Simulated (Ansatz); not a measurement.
`FBC[SiH3]` + arsine → `[SiH3]CB[AsH2]` + H–F  (ligand exchange at a B–F bond)

Isolated molecules relaxed with PBE0-D4/def2-TZVP in Ansatz; ΔE leaves out vibrations. CCSD(T)/CBS adds triple-zeta CCSD(T) − MP2 to the extrapolated MP2 energy (def2 sets, frozen cores). This one scheme is used for every species. Functionals use def2-TZVPP. B3LYP here is the variant with VWN-RPA as its local correlation; programs differ in this. HSE06 is defined as in plane-wave codes. For As outer-core shells are correlated without core-valence functions, which leaves a few kJ/mol of doubt a bond. Scalar relativity is left out up to krypton. Each species was taken in one conformer, which may not be the lowest.

| level | ΔE (kJ/mol) | difference from CCSD(T)/CBS |
| --- | --- | --- |
| LDA (SPW92) | 124.2 | 7.3 |
| PBE-D4 | 118.3 | 1.4 |
| revPBE-D4 | 112.9 | -4.0 |
| BLYP-D4 | 130.1 | 13.2 |
| r2SCAN-D4 | 128.8 | 11.9 |
| B97M-V | 137.4 | 20.5 |
| B3LYP-D4 | 131.0 | 14.1 |
| r2SCANh-D4 | 127.9 | 11.0 |
| r2SCAN0-D4 | 126.8 | 9.9 |
| HSE06-D4 | 118.4 | 1.5 |
| BHLYP-D4 | 134.2 | 17.3 |
| CAM-B3LYP-D4 | 139.5 | 22.6 |
| ωB97X-V | 131.5 | 14.6 |
| ωB97M-V | 132.2 | 15.3 |
| B2PLYP | 134.5 | 17.6 |
| PBE-QIDH | 120.8 | 3.9 |
| PBE | 125.6 | 8.7 |
| revPBE | 126.8 | 9.9 |
| BLYP | 144.7 | 27.8 |
| r2SCAN | 130.7 | 13.8 |
| PBE0 | 125.1 | 8.2 |
| r2SCANh | 130.0 | 13.1 |
| HSE06 | 124.8 | 7.9 |
| BHLYP | 145.5 | 28.6 |
| CAM-B3LYP | 146.6 | 29.7 |
| LC-ωPBE | 131.0 | 14.1 |
| RPA@PBE/def2-TZVPP | 125.5 | 8.6 |
| HF/def2-SVP | 167.3 | 50.4 |
| MP2/def2-SVP | 147.5 | 30.6 |
| CCSD/def2-SVP | 154.7 | 37.8 |
| CCSD(T)/def2-SVP | 152.5 | 35.6 |
| HF/def2-TZVPP | 154.1 | 37.2 |
| MP2/def2-TZVPP | 115.3 | -1.6 |
| SCS-MP2/def2-TZVPP | 125.0 | 8.1 |
| CCSD/def2-TZVPP | 126.6 | 9.7 |
| CCSD(T)/def2-TZVPP | 122.5 | 5.6 |
| MP2/def2-QZVPP | 112.4 | -4.5 |
| SCS-MP2/def2-QZVPP | 122.4 | 5.5 |
| HF/CBS(def2) | 155.1 | 38.2 |
| CCSD/CBS(def2) | 121.0 | 4.1 |
| CCSD(T)/CBS | 116.9 | 0 |

Largest T1 diagnostic among the species: 0.013.

The D4 term adds −11.9 kJ/mol with B3LYP and −6.6 kJ/mol with PBE0; it sums over pairs of atoms, weighted by their polarisabilities, and B3LYP, whose exchange is more repulsive, gets the larger term. At CCSD(T), def2-SVP lies +35.6 kJ/mol from the extrapolated value and def2-TZVPP +5.6 kJ/mol. Leaving LDA and LC-ωPBE aside and taking each functional with its dispersion term where it has one, the values spread over 26.6 kJ/mol, from revPBE-D4 to CAM-B3LYP-D4.
